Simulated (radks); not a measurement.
Spin polarisation of the 3d9 shell in Cu2+. Start: [Ar] 3d(up 4.5, down 4.5); electrons of 3d are moved from spin down to spin up, other shells keep equal spins. Method: non-relativistic Kohn-Sham, PBE, spin-polarised, spherical densities, point nucleus; computed with a radial shooting solver on a logarithmic mesh with Libxc functionals.

[
 {"moment (Bohr magnetons)": "0", "E - E(0) (eV)": "0.000", "e(3d up) (eV)": "-29.838", "e(3d down) (eV)": "-29.838", "3p down minus up (eV)": "0.000", "3s down minus up (eV)": "0.000", "2p down minus up (eV)": "0.000"},
 {"moment (Bohr magnetons)": "0.25", "E - E(0) (eV)": "-0.016", "e(3d up) (eV)": "-29.968", "e(3d down) (eV)": "-29.705", "3p down minus up (eV)": "0.284", "3s down minus up (eV)": "0.288", "2p down minus up (eV)": "0.113"},
 {"moment (Bohr magnetons)": "0.5", "E - E(0) (eV)": "-0.066", "e(3d up) (eV)": "-30.095", "e(3d down) (eV)": "-29.568", "3p down minus up (eV)": "0.568", "3s down minus up (eV)": "0.576", "2p down minus up (eV)": "0.227"},
 {"moment (Bohr magnetons)": "0.75", "E - E(0) (eV)": "-0.148", "e(3d up) (eV)": "-30.218", "e(3d down) (eV)": "-29.428", "3p down minus up (eV)": "0.852", "3s down minus up (eV)": "0.864", "2p down minus up (eV)": "0.340"},
 {"moment (Bohr magnetons)": "1", "E - E(0) (eV)": "-0.263", "e(3d up) (eV)": "-30.338", "e(3d down) (eV)": "-29.285", "3p down minus up (eV)": "1.136", "3s down minus up (eV)": "1.152", "2p down minus up (eV)": "0.453"}
]

At moment 1 the spin-polarisation energy is -0.263 eV and the 3d exchange splitting 1.053 eV, that is 1.053 eV per Bohr magneton; E = -I m^2/4 would give I = 1.053 eV.
